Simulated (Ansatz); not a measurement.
# Two structures, one formula

The two ends of one reaction step of Si2H7OF, closed shell (PBE0-D4/def2-TZVP).

A:

Si1  (-1.065, 0.734, 0.390)
F2  (0.763, -2.148, 1.087)
H3  (-2.250, -0.043, -0.076)
H4  (-1.431, 2.170, 0.455)
O5  (-0.571, 0.295, 1.894)
H6  (0.974, -1.855, 0.228)
Si7  (0.639, 0.443, -1.209)
H8  (-0.178, -0.581, 1.971)
H9  (0.163, 0.707, -2.593)
H10  (1.845, 1.265, -0.932)
H11  (1.110, -0.988, -1.216)
(Å)

B:

Si1  (-1.441, 0.028, 1.096)
F2  (-1.504, -1.357, 0.304)
H3  (-2.792, 0.232, 1.667)
H4  (-1.037, 1.083, 0.148)
O5  (-0.295, -0.012, 2.253)
H6  (1.575, -0.457, -0.332)
Si7  (1.501, 0.112, -1.700)
H8  (-0.442, -0.544, 3.037)
H9  (0.229, -0.300, -2.345)
H10  (1.558, 1.595, -1.622)
H11  (2.647, -0.381, -2.506)
(Å)

Program: Ansatz 0.2.0. Basis: def2-TZVPP. Cores are frozen in the correlated methods. B3LYP uses VWN-RPA correlation.

(1) Which structure is lower at CCSD(T), and by how much? (To be estimated.)

The T1 diagnostic stays at or below 0.012.

## Answers

(1) Computed: B, by 35.48 kcal/mol (electronic energy, against the other). By their contacts, A is a complex of Si₂H₆O ([OH][SiH2][SiH3]) + HF and B is a complex of SiH₃OF ([OH][SiH2][F]) + SiH₄.

All methods give the same order:

```json
{"method": "SPW92", "E(B) − E(A) (kcal/mol)": "-25.99"}
{"method": "PBE-D4", "E(B) − E(A) (kcal/mol)": "-27.94"}
{"method": "BLYP-D4", "E(B) − E(A) (kcal/mol)": "-33.06"}
{"method": "r2SCAN-D4", "E(B) − E(A) (kcal/mol)": "-33.55"}
{"method": "B97M-V", "E(B) − E(A) (kcal/mol)": "-34.13"}
{"method": "PBE0-D4", "E(B) − E(A) (kcal/mol)": "-30.26"}
{"method": "B3LYP-D4", "E(B) − E(A) (kcal/mol)": "-34.60"}
{"method": "r2SCAN0-D4", "E(B) − E(A) (kcal/mol)": "-34.34"}
{"method": "BHLYP-D4", "E(B) − E(A) (kcal/mol)": "-37.45"}
{"method": "CAM-B3LYP-D4", "E(B) − E(A) (kcal/mol)": "-36.45"}
{"method": "wB97X-V", "E(B) − E(A) (kcal/mol)": "-34.89"}
{"method": "wB97M-V", "E(B) − E(A) (kcal/mol)": "-35.94"}
{"method": "B2PLYP", "E(B) − E(A) (kcal/mol)": "-36.57"}
{"method": "PBE-QIDH", "E(B) − E(A) (kcal/mol)": "-33.96"}
{"method": "RPA on PBE", "E(B) − E(A) (kcal/mol)": "-36.49"}
{"method": "HF", "E(B) − E(A) (kcal/mol)": "-44.32"}
{"method": "MP2", "E(B) − E(A) (kcal/mol)": "-36.83"}
{"method": "CCSD", "E(B) − E(A) (kcal/mol)": "-36.76"}
{"method": "CCSD(T)", "E(B) − E(A) (kcal/mol)": "-35.48"}
```

Labels in which every atom is bracketed show which atoms are joined, not bond orders.

For scale, one of the runs: CCSD(T)/def2-TZVPP, 244 basis functions, launched by `ansatz run in.yaml --threads 4 --pin off --events-out ev --progress --plain --max-ram 9574MiB`. Time: 2.8 min of wall clock on 4 CPU threads of an Intel Xeon; the host was shared. Peak host memory: 4.7 GiB.
